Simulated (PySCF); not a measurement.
# Computed properties of Zn(Br)(SeH) (BrHSeZn), SMILES [SeH][Zn][Br]

Zn(Br)(SeH) (BrHSeZn), SMILES [Br][Zn][SeH]. The structure is a stationary point at B3LYP-D3(BJ)/def2-SVP. The structure was generated by enumeration; whether it is a known compound was not checked. One conformer was computed; it need not be the lowest. All values are computed for the isolated molecule unless a solvent is named; none is compared with measurement here.

**Structure.** The optimised structure has Cs symmetry. All 6 harmonic modes at B3LYP-D3(BJ)/def2-SVP (PySCF) are real, so it is a minimum. With heavy atoms numbered as in [Zn:1]([Br:2])[SeH:3], the shortest bond between them is Zn1–Br2 at 2.255 Å and the longest Zn1–Se3 at 2.298 Å.

**Vibrations.** The strongest infrared lines (harmonic, unscaled, degenerate partners summed) lie at 373 cm⁻¹ (48 km/mol, Zn 71 %, Br 17 %, Se 12 %), 2395 cm⁻¹ (13 km/mol, H 99 %), 71 cm⁻¹ (7 km/mol, Zn 70 %, Br 15 %, Se 14 %). The softest mode is at 71 cm⁻¹ and the zero-point energy is 5.3 kcal/mol.

**Electronic structure.** B3LYP/def2-TZVPD (PySCF) places the frontier levels at -7.14 and -1.92 eV, a gap of 5.22 eV, and gives a dipole moment of 1.14 D and a mean polarisability of 80.6 bohr³. PBE/def2-TZVPD (PySCF) at the same geometry gives -6.26 and -2.45 eV, so its gap is 1.41 eV narrower. An orbital gap is neither the optical nor the fundamental gap.

**Excitations.** TDA-M06-2X/def2-SVPD (PySCF) has S1 at 4.58 eV (271 nm, f = 0.023, weak); the most intense of the 10 singlets computed lies at 6.56 eV (f = 0.07). T1 (TDA) is at 4.28 eV, 0.30 eV under S1. TDA-PBE/def2-SVPD (PySCF) puts S1 at 3.94 eV. No vertical singlet excitation falls in the visible range (under 3.1 eV).

**NMR.** GIAO shifts at KT2/pcSseg-1 (PySCF) (non-relativistic, atoms alike by connectivity averaged): ¹H at 0.4 ppm against TMS. Without spin–orbit terms, shifts of atoms bonded to Cl or Br come out too high.
